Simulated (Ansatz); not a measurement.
A structure relaxed at PBE-D4/def2-SVP in Ansatz, charge 0, singlet:

Cartesian coordinates in Å:
```
In 1.140 -3.569 -1.701
In -3.010 1.680 2.488
In -1.946 -0.568 -1.515
In 0.457 -1.477 2.008
In 4.069 -0.587 -0.172
In 0.923 2.356 -0.018
In 1.615 0.348 -3.767
P -1.514 -0.241 3.375
P -0.644 -2.285 -0.148
P 2.583 -1.442 -2.137
P -3.654 0.570 0.236
P -1.101 3.172 1.568
P -0.218 1.243 -2.011
P 1.995 0.404 1.229
H 0.220 -3.993 -3.118
H 1.947 -4.646 -0.595
H -4.236 2.364 3.502
H -3.003 -1.109 -2.782
H 1.044 -2.641 3.155
H 4.625 -1.917 0.805
H 4.960 0.834 -0.644
H 1.831 3.815 -0.260
H 0.657 -0.404 -5.013
H 2.713 1.690 -3.932
H -2.423 -1.215 3.904
H -1.013 0.220 4.636
H -1.634 -3.228 0.284
H 3.600 -2.009 -2.979
H -4.711 -0.345 0.552
H -4.468 1.536 -0.441
H -1.756 4.299 0.973
H -0.579 3.867 2.708
H -0.968 2.297 -2.631
H 2.498 0.983 2.440
```

Problem. Give its formula and point group.

Solution. In7P7H20, a nanocrystal cut from zinc blende InP (hydrogen-capped). Point group C3v (tolerance 0.1 Å).

Problem. Summarise the bond lengths by kind (pairs closer than 1.2 times the sum of covalent radii, bridged metal pairs left out).

Solution. 18 × In–P 2.55 to 2.70 Å; 10 × H–P 1.43 to 1.44 Å; 10 × H–In 1.73 to 1.74 Å.

In the def2 sets In takes a core potential; there is no spin–orbit coupling. Single mean-field runs in def2-SVP are fitted with def2-universal-jkfit.
